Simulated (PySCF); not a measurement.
Worked example: oscillator strength and radiative lifetime

B(F)(OMe)(OtBu) (C₅H₁₂BFO₂), SMILES COB(F)OC(C)(C)C.

Geometry optimised at B3LYP-D3(BJ)/def2-SVP. Other conformers were not sampled.

PySCF with TDA-CAM-B3LYP/def2-SVP puts the first singlet state with f over 0.02 at 8.83 eV (vertical), with the transition dipole (-0.166, 0.209, 0.253) in atomic units.

Find the oscillator strength, the wavelength and the radiative lifetime that this transition would have in vacuum if emission retraced absorption.


|μ|² = 0.1352 au, so |μ| = 0.93 D. ΔE = 8.83/27.211 = 0.3245 hartree. f = (2/3) ΔE |μ|² = 0.029 (the program prints 0.029).
λ = 1239.84/8.83 = 140 nm; ν = 71219 cm⁻¹.
Einstein's coefficient A = 0.6670 ν² f s⁻¹ (ν in cm⁻¹) = 9.9e7 s⁻¹, so τ = 1/A = 10 ns. This state is S1. The figure is the radiative limit of this one transition; relaxation, internal conversion, crossing to triplets and a medium change what is measured.
